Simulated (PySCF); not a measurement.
Work out the structure from these simulated measurements.

Elements present: C, H, N, O and Si. Monoisotopic mass: 148.0488 u.

| Property | Result |
| --- | --- |
| 1H NMR | chemical shifts (computed TMS as zero) by class: 5.34 (1 H), 5.18 (1 H), 4.70 (3 H), 4.44 (2 H), 2.88 (2 H), 2.62 (3 H) ppm [GIAO PBE0/pcSseg-1] |
| 13C NMR | chemical shifts (computed TMS as zero) by class: 182.0 (1 C), 41.8 (1 C), 41.7 (1 C) ppm [GIAO PBE0/pcSseg-1] |
| Rotational structure | rotational constants A, B, C: 2.793, 0.610, 0.541 GHz [GFN2-xTB] |
| Dipole | 3.05 D [PBE0/pcSseg-1] |
| NMR, other nuclei | isotropic shieldings of nuclei other than C and H, by class: 136 (1 N), 258 (1 N), -183 (1 O), 393 (1 Si), 398 (1 Si) ppm [GIAO PBE0/pcSseg-1] |

The electronic properties come from PySCF, for the isolated species, density fitting. Levels stand in brackets. Isolated species at its GFN2-xTB geometry (one conformer only). NMR classes are plain means over equivalent atoms (diastereotopic ones count apart unless rotation or inversion swaps them), as if these changed places fast.

Task: Which formula fits the mass and the elements?

Result: C3H12N2OSi2 (calculated 148.0488). No other formula that holds each of these elements comes within 0.0003 u with a fitting electron parity and a possible valence count.

Task: Give a SMILES that accounts for the data.

Result: Numbering: `[CH3:1][N:2]([SiH3:3])[CH2:4][SiH2:5][C:6]([NH2:7])=[O:8]`. Its formula, C3H12N2OSi2, gives 1 degree of unsaturation: 0 rings and 1 π bond in the structure found. 3 carbons fall into 3 classes; from least to most shielded: carbonyl carbon [C6] (182.0 ppm), N-methyl carbon [C1] (41.8 ppm), sp3 carbon bound to nitrogen [C4] (41.7 ppm). Hydrogen classes from least to most shielded: 1 H on a nitrogen bound to a carbonyl carbon, N7 (5.34 ppm), 1 H on a nitrogen bound to a carbonyl carbon, N7 (5.18 ppm), 3 H on an SiH3 silicon, Si3 (4.70 ppm), 2 H on an SiH2 silicon, Si5 (4.44 ppm), 2 H on an sp3 carbon bound to nitrogen, C4 (2.88 ppm), 3 H on an N-methyl carbon, C1 (2.62 ppm). The other shieldings belong to: 136 ppm, nitrogen bound to a carbonyl carbon [N7]; 258 ppm, silicon-bound nitrogen [N2]; -183 ppm, carbonyl oxygen [O8]; 393 ppm, SiH3 silicon [Si3]; 398 ppm, SiH2 silicon [Si5]. The optimised geometry has point group C1 and is an asymmetric top. Structure: `CN([SiH3])C[SiH2]C(N)=O`. Computed isomers that give other values at the same levels: `C=NCC[Si@@H](N)O[SiH3]` (13C chemical shifts (computed TMS as zero) by class: 152.8 (1 C), 61.8 (1 C), 24.8 (1 C) ppm); `CC(=O)N(C)[SiH2]N[SiH3]` (13C chemical shifts (computed TMS as zero) by class: 183.0 (1 C), 33.3 (1 C), 21.7 (1 C) ppm); `CC(C)O[SiH]1N[SiH2]N1` (13C chemical shifts (computed TMS as zero) by class: 67.6 (1 C), 28.7 (2 C) ppm). The assignments are read from this structure; whether some other isomer fits the data as well wasn't checked.

The values belong to the conformer `[CH3:1][N:2]([SiH3:3])[CH2:4][SiH2:5][C:6]([NH2:7])=[O:8]`: C1–N2–C4–Si5 -66°, N2–C4–Si5–C6 -152°, C4–Si5–C6–N7 80°, H–N7–C6–Si5 180°, H–N7–C6–Si5 4°.
